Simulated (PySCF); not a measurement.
Compound: C5H12BN.
Numbering: `[CH3:1][BH:2][N:3]1[CH2:4][CH2:5][CH2:6][CH2:7]1`

Definitions: NICS(0) = −σiso at the ring centroid; NICS(1) = −σiso and NICS(1)zz = −σzz at ±1 Å along the ring normal z. Level: GIAO PBE0/pcSseg-1 (PySCF, non-relativistic, gas phase) on the PBE0-D3(BJ)/def2-SVP geometry, one conformer.

Ring bond lengths (Å), with Mayer bond orders in brackets: N3–C4 1.460 (0.92), C4–C5 1.522 (1.02), C5–C6 1.526 (1.03), C6–C7 1.530 (1.03), C7–N3 1.463 (0.92).

Task: What do the NICS probes read (ppm)?

Result: 
```tsv
ring	type	NICS(0)	NICS(1), two faces	NICS(1)zz, two faces	rms pucker (Å)	centre to ring atoms, mean (Å)
N3–C4–C5–C6–C7	5-membered ring with N; formal bonds all single	-5.9	-3.1 / -3.6	-4.3 / -4.3	0.17	1.26
```

Task: What do they say, and how far can they be read as aromaticity?

Result: 
- N3–C4–C5–C6–C7: mean NICS(1)zz -4.3 ppm, shielded. C4, C5, C6, C7 have four or more neighbours, and the NICS criterion for π rings isn't applied.

Task: What is the mean of the two in-plane components of NICS at the second NICS(1) probe listed for ring N3–C4–C5–C6–C7, 1 Å off the ring?

Result: The isotropic value is a third of the trace: (3 × -3.6 − (-4.3))/2 = -3.3 ppm.

Task: How do the values depend on the level or the medium?

Result: 
```
                                 level  NICS(0), N3–C4–C5–C6–C7  mean NICS(1)zz, N3–C4–C5–C6–C7
                    PBE0/pcSseg-1, gas                     -5.9                            -4.3
                    WP04/pcSseg-1, gas                     -5.7                            -3.6
PBE0/pcSseg-1, IEF-PCM dichloromethane                     -5.9                            -4.3
          PBE0/pcSseg-1, IEF-PCM water                     -5.9                            -4.3
```

The geometry is the same throughout; the continuum's cavity takes Bondi-type radii × 1.2.
